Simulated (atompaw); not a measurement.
Plane-wave convergence, PAW (atompaw) potential for aluminium (Al)

Al, PAW, made with atompaw 4.2.0.5 (PBEsol, scalar-relativistic). Core [Ne], reference 3s2 3p0 (charge +1). Waves: 3s (bound): rc 2.45 bohr; 3s channel at -0.35 Ry: rc 2.10 bohr; 3p (bound, empty): rc 2.45 bohr; 3p channel at 0.05 Ry: rc 2.45 bohr; 3d channel at 0.3 Ry: rc 2.45 bohr. Local part: troulliermartins scheme with l = 3 at 0 Ry, radius 1.85 bohr. Core correction: smooth core density matched at 2.15 bohr. Augmentation charge: besselshape compensation charge, radius 2.05 bohr; PAW radius 2.45 bohr; waves and projectors: custom rrkj gramschmidtortho.

The pseudo-atom Hamiltonian at the reference potential is diagonalised in spherical Bessel functions j_l(qr) that vanish at 20 bohr, with q² up to the cutoff. All-electron valence levels (Ry): 3s -1.0859, 3p -0.6634.

Question: How do the lowest levels (Ry) of each channel move with the cutoff, and are there ghosts?

Answer:

| cutoff (Ry) | s #1 | s #2 | p #1 | p #2 | d #1 | d #2 | f #1 | Σ f·Δε (mRy) |
| --- | --- | --- | --- | --- | --- | --- | --- | --- |
| 8 | -1.0858 | -0.2720 | -0.6627 | -0.1793 | -0.2219 | -0.0758 | -0.0513 | 0.2 |
| 10 | -1.0859 | -0.2721 | -0.6632 | -0.1794 | -0.2229 | -0.0762 | -0.0513 | 0.1 |
| 400 | -1.0859 | -0.2722 | -0.6635 | -0.1795 | -0.2240 | -0.0766 | -0.0513 | 0.0 |

Result: no extra level below or beside the all-electron valence levels (s, p, d, f tested); 10 mRy is reached at 6 Ry and 1 mRy at 6 Ry.
